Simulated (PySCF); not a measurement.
A PySCF script (with the pyscf-properties extension) for the NMR shieldings of SMILES COB(OC)c1c[c+]1C, [C$_{6}$H$_{10}$BO$_{2}$]+, on a GFN2-xTB geometry:

```python
import basis_set_exchange as bse
import numpy as np
from pyscf import gto, dft
from pyscf.prop import nmr

atoms = """
C    -2.000063   -2.041186   -0.339263
O    -1.841377   -0.639981   -0.346711
B    -0.745832    0.091036   -0.178591
O    -0.721735    1.423760   -0.213010
C    -1.856918    2.250138   -0.417409
C     0.711872   -0.511803    0.084307
C     1.614205   -1.528548    0.322788
C     2.086910   -0.240477    0.194621
C     3.166655    0.699638    0.184453
H    -2.981753   -2.257300    0.083124
H    -1.968862   -2.410798   -1.366504
H    -1.228955   -2.536744    0.252447
H    -2.765472    1.659737   -0.525091
H    -1.942636    2.919689    0.439241
H    -1.686441    2.841831   -1.317693
H     1.805151   -2.565624    0.485613
H     2.913885    1.589588   -0.390602
H     3.336314    1.020551    1.218126
H     4.095249    0.245745   -0.162143
"""
names = dict.fromkeys(["C", "O", "B", "H"], "pcSseg-1")
basis = {el: gto.basis.parse(bse.get_basis(n, elements=[el], fmt="nwchem")) for el, n in names.items()}
mol = gto.M(atom=atoms, basis=basis, charge=1, verbose=0)
mf = dft.RKS(mol, xc="PBE0")
mf.grids.level = 2
mf.grids.alignment = dft.numint.BLKSIZE   # the property module wants whole blocks of grid points
mf.conv_tol = 1e-9
mf.kernel()

calc = nmr.RKS(mf)   # GIAO
C = mf.mo_coeff
Co = C[:, mf.mo_occ > 0]
resp = mf.gen_response(singlet=True, hermi=2)
def vind(x):   # induced exchange potential for any number of trial vectors
    d = np.einsum("pi,xij,qj->xpq", C, 2 * x.reshape(-1, C.shape[1], Co.shape[1]), Co, optimize=True)
    return np.einsum("xpq,pi,qj->xij", resp(d - d.transpose(0, 2, 1)), C, Co, optimize=True).ravel()
mo1, _ = nmr.rhf.solve_mo1(calc, with_cphf=vind)
sigma = calc.kernel(mo1)
for i, s in enumerate(sigma):   # ppm
    w = np.linalg.eigvalsh((s + s.T) / 2)
    print("%2d %-2s iso %8.1f  s11 %8.1f  s22 %8.1f  s33 %8.1f" % (i, mol.atom_pure_symbol(i), w.mean(), *w))
```

**Question.** What does it print?

**Answer.** 
```
 0 C  iso    129.4  s11    100.0  s22    104.9  s33    183.2
 1 O  iso    212.9  s11     44.3  s22    246.4  s33    347.9
 2 B  iso     84.0  s11     48.8  s22     83.9  s33    119.4
 3 O  iso    186.8  s11     28.7  s22    194.3  s33    337.3
 4 C  iso    129.3  s11     96.3  s22    110.4  s33    181.3
 5 C  iso     -6.2  s11   -158.9  s22    -70.0  s33    210.4
 6 C  iso      3.1  s11   -106.8  s22    -78.4  s33    194.6
 7 C  iso    -15.6  s11   -163.6  s22    -87.6  s33    204.2
 8 C  iso    170.4  s11    147.2  s22    177.6  s33    186.4
 9 H  iso     26.9  s11     22.8  s22     25.2  s33     32.7
10 H  iso     27.2  s11     23.5  s22     24.8  s33     33.2
11 H  iso     27.2  s11     22.8  s22     26.2  s33     32.6
12 H  iso     26.8  s11     22.2  s22     26.9  s33     31.4
13 H  iso     27.4  s11     23.5  s22     25.2  s33     33.4
14 H  iso     27.4  s11     23.5  s22     25.3  s33     33.4
15 H  iso     21.3  s11     17.3  s22     22.3  s33     24.4
16 H  iso     27.6  s11     22.5  s22     27.2  s33     33.1
17 H  iso     28.4  s11     24.5  s22     25.6  s33     35.1
18 H  iso     27.9  s11     23.3  s22     26.1  s33     34.4
```

These numbers come from an equivalent density-fitted implementation of the same equations, which agrees with the script to about 0.01 ppm for H and up to a few tenths of a ppm for heavy atoms, so last digits may differ.

Size and cost of the density-fitted run: 203 basis functions, 27 s wall time on 1 thread of an Arm Neoverse V2, shared host; peak memory 0.9 GiB.
